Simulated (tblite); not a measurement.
C3H6PSi (charge -1).
SMILES with atom numbers: `[CH:1]#[C:2][P-:3][CH2:4][SiH3:5]` (hydrogens: H6 on C1; H7, H8 on C4; H9, H10, H11 on Si5)

Structure optimised with GFN2-xTB, isolated species.

Problem. Give the optimised bond lengths and angles.

Solution. 
```tsv
bond	length (Å)
C1≡C2	1.211
C2–P3	1.732
P3–C4	1.888
C4–Si5	1.881
C1–H6	1.053
C4–H7, C4–H8	1.093
Si5–H9, Si5–H11	1.466
Si5–H10	1.491
```

Bonds in one row agree within 0.01 Å and their mean is given. A selection of angles:
```tsv
angle	degrees
C2–C1–H6	174.2
C1–C2–P3	173.6
C2–P3–C4	96.3
P3–C4–Si5	108.4
P3–C4–H7	109.8
P3–C4–H8	106.4
Si5–C4–H7	112.9
Si5–C4–H8	111.3
H7–C4–H8	107.8
C4–Si5–H9	113.2
C4–Si5–H10	111.4
H9–Si5–H10	105.4
H9–Si5–H11	109.9
```

Torsions: C2–P3–C4–Si5 74° (synclinal). The mirror-image conformer, all signs reversed, is as good.

The 2 C–P bonds span 1.732 Å (C2–P3, drawn single) to 1.888 Å (P3–C4, drawn single), a spread of 0.156 Å. Si5 (SiH3 silicon) is distorted tetrahedral (angles from 105.2° to 113.2°).

Point group: C1 (no symmetry element, even within 0.4 Å). Its GFN2-xTB frequencies are all real (lowest 58 cm⁻¹).

All values are computed, not measured.
